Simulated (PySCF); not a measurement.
# `C[Si@@H](P)[Si@H]([SiH3])C[SiH3]`: 4 charge schemes on one density

Compound: C2H15PSi4.
Atom-mapped SMILES: `[CH3:1][Si@@H:2]([PH2:3])[Si@H:4]([SiH3:5])[CH2:6][SiH3:7]` (hydrogens: H8, H9, H10 on C1; H11 on Si2; H12, H13 on P3; H14 on Si4; H15, H16, H17 on Si5; H18, H19 on C6; H20, H21, H22 on Si7)

Structure used (GFN2-xTB), in Å, numbered top down from 1:
```
atom  x, y, z in Å
C1    -2.9038   -1.2130    0.8532
Si2   -1.5920   -1.0111   -0.5241
P3    -2.1836    0.6479   -1.9415
Si4    0.5095   -0.4670    0.3645
Si5    0.5138    1.3524    1.8194
C6     1.6460   -0.1376   -1.1400
Si7    3.4787    0.2090   -0.7841
H8    -2.6732   -2.0610    1.4904
H9    -3.8957   -1.3719    0.4383
H10   -2.9504   -0.3300    1.4857
H11   -1.7050   -2.2132   -1.3772
H12   -1.9283    1.6637   -1.0370
H13   -3.5245    0.6341   -1.6175
H14    1.0518   -1.6708    1.0337
H15   -0.8573    1.7576    2.1585
H16    1.1545    2.5457    1.2600
H17    1.1759    1.0844    3.0978
H18    1.5823   -0.9953   -1.8115
H19    1.2307    0.7033   -1.7002
H20    3.5989    1.4171    0.0355
H21    4.0558   -0.9264   -0.0625
H22    4.2054    0.4014   -2.0426
```

Density: PBE0/pcSseg-1 (PySCF); schemes: Mulliken, IAO, Hirshfeld and ESP-fitted. Geometry: GFN2-xTB, one conformer, isolated molecule. GFN2-xTB frequencies show an imaginary mode (34i cm⁻¹), so this geometry is no minimum at that level.

Task: Atoms with like bonding are taken together and averaged. For which atoms does the sign change between the 4 schemes (beyond +0.03 e in one, beyond −0.03 e in another)?

Result: For none.

Task: Do the Mulliken, IAO, Hirshfeld and ESP-fitted schemes agree on where the charge is lowest?

Result: The schemes don't all agree: Mulliken C6 (-0.843); IAO C6 (-0.793); Hirshfeld C6 (-0.245); ESP-fitted C1 (-0.740).

Task: At which atom do the 4 schemes differ most?

Result: At C6: from -0.843 (Mulliken) to -0.245 e (Hirshfeld), 0.598 e apart.

Task: What partial charge does each atom carry?

Result: In e; atoms taken as equivalent share a row and are averaged (×n: the atom named and its like, n in all):

```json
{"atom": "C1", "environment": "Si-methyl carbon", "Mulliken": "-0.594", "IAO": "-0.698", "Hirshfeld": "-0.215", "ESP-fitted": "-0.740"}
{"atom": "Si2", "environment": "SiH silicon", "Mulliken": "+0.275", "IAO": "+0.452", "Hirshfeld": "+0.225", "ESP-fitted": "+0.463"}
{"atom": "P3", "environment": "three-coordinate phosphorus", "Mulliken": "-0.202", "IAO": "-0.109", "Hirshfeld": "-0.035", "ESP-fitted": "-0.448"}
{"atom": "Si4", "environment": "SiH silicon", "Mulliken": "+0.120", "IAO": "+0.310", "Hirshfeld": "+0.183", "ESP-fitted": "+0.146"}
{"atom": "Si5", "environment": "SiH3 silicon", "Mulliken": "+0.212", "IAO": "+0.281", "Hirshfeld": "+0.210", "ESP-fitted": "+0.282"}
{"atom": "C6", "environment": "sp3 carbon bound to silicon", "Mulliken": "-0.843", "IAO": "-0.793", "Hirshfeld": "-0.245", "ESP-fitted": "-0.411"}
{"atom": "Si7", "environment": "SiH3 silicon", "Mulliken": "+0.506", "IAO": "+0.606", "Hirshfeld": "+0.312", "ESP-fitted": "+0.449"}
{"atom": "H8/H9/H10", "environment": "methyl hydrogen", "Mulliken": "+0.145", "IAO": "+0.155", "Hirshfeld": "+0.040", "ESP-fitted": "+0.182"}
{"atom": "H11", "environment": "Si–H hydrogen", "Mulliken": "-0.012", "IAO": "-0.099", "Hirshfeld": "-0.079", "ESP-fitted": "-0.085"}
{"atom": "H12/H13", "environment": "P–H hydrogen", "Mulliken": "+0.052", "IAO": "-0.007", "Hirshfeld": "-0.012", "ESP-fitted": "+0.133"}
{"atom": "H14", "environment": "Si–H hydrogen", "Mulliken": "+0.011", "IAO": "-0.090", "Hirshfeld": "-0.078", "ESP-fitted": "-0.087"}
{"atom": "H15/H16/H17", "environment": "Si–H hydrogen", "Mulliken": "-0.049", "IAO": "-0.093", "Hirshfeld": "-0.073", "ESP-fitted": "-0.090"}
{"atom": "H18", "environment": "methylene hydrogen", "Mulliken": "+0.183", "IAO": "+0.165", "Hirshfeld": "+0.043", "ESP-fitted": "+0.106"}
{"atom": "H19", "environment": "methylene hydrogen", "Mulliken": "+0.184", "IAO": "+0.160", "Hirshfeld": "+0.037", "ESP-fitted": "+0.132"}
{"atom": "H20/H21/H22", "environment": "Si–H hydrogen", "Mulliken": "-0.078", "IAO": "-0.119", "Hirshfeld": "-0.078", "ESP-fitted": "-0.115"}
```

Mean size of the charges over all atoms: IAO 0.222 e, ESP-fitted 0.217 e, Mulliken 0.185 e, Hirshfeld 0.103 e. Each set sums to the total charge, 0, to within 0.001 e. The ESP scheme is a least-squares fit of atom-centred charges to the potential on four shells outside the van der Waals surface, with the total charge fixed.

Some averages cover members that differ in this geometry: H12/H13, ESP-fitted +0.105 to +0.160; H8/H9/H10, ESP-fitted +0.164 to +0.194; H15/H16/H17, ESP-fitted -0.104 to -0.079 e.

Task: How closely do the schemes follow one another over all atoms?

Result: Correlation coefficient and root-mean-square difference: Mulliken with IAO 0.97, 0.080 e; IAO with Hirshfeld 0.94, 0.188 e; IAO with ESP-fitted 0.91, 0.128 e; Mulliken with ESP-fitted 0.89, 0.129 e; Hirshfeld with ESP-fitted 0.86, 0.176 e; Mulliken with Hirshfeld 0.86, 0.175 e.

Task: How many electrons does the IAO scheme count on Si7?

Result: Z − q = 14 − (+0.606) = 13.394.

Task: Sum the charges by element, for elements with more than one atom.

Result: 
| element | atoms | Mulliken | IAO | Hirshfeld | ESP-fitted |
| --- | --- | --- | --- | --- | --- |
| C | 2 | -1.437 | -1.491 | -0.460 | -1.152 |
| Si | 4 | +1.114 | +1.649 | +0.930 | +1.341 |
| H | 15 | +0.525 | -0.049 | -0.435 | +0.259 |
